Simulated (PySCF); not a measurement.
Correlation energy of Fe⁺ (iron, charge +1)

[Ar] 3d6 4p1, one real determinant (an excited configuration). Calculation: PySCF 2.14, in x2c-TZVPPall (6s5p4d2f1g, 64 functions); the spin-free X2C one-electron Hamiltonian (Gaussian nucleus). Frozen: [Ne]; 15 electrons correlated.

MP2 pair energies summed by pair of shells (mhartree):

| pair | energy | share (%) |
| --- | --- | --- |
| 3p-3d | -185.34 | 40.2 |
| 3d-3d | -123.26 | 26.8 |
| 3p-3p | -67.52 | 14.7 |
| 3s-3d | -33.44 | 7.3 |
| 3s-3p | -29.91 | 6.5 |
| 3d-4p | -10.91 | 2.4 |
| 3p-4p | -5.57 | 1.2 |
| 3s-3s | -4.21 | 0.9 |
| 3s-4p | -0.43 | 0.1 |

Total MP2 correlation energy: -460.58 mhartree.

Same-spin part -163.17 and opposite-spin part -297.41 mhartree; SCS-MP2 scales them by 1/3 and 6/5 to -411.29 mhartree.

The basis was made for the ground configuration and has no added diffuse functions, which can raise the energy of the promoted electron.

The reference is one real determinant that mixes LS terms of this configuration.

This basis was not built for core-valence correlation, so the inner-shell part is incomplete.
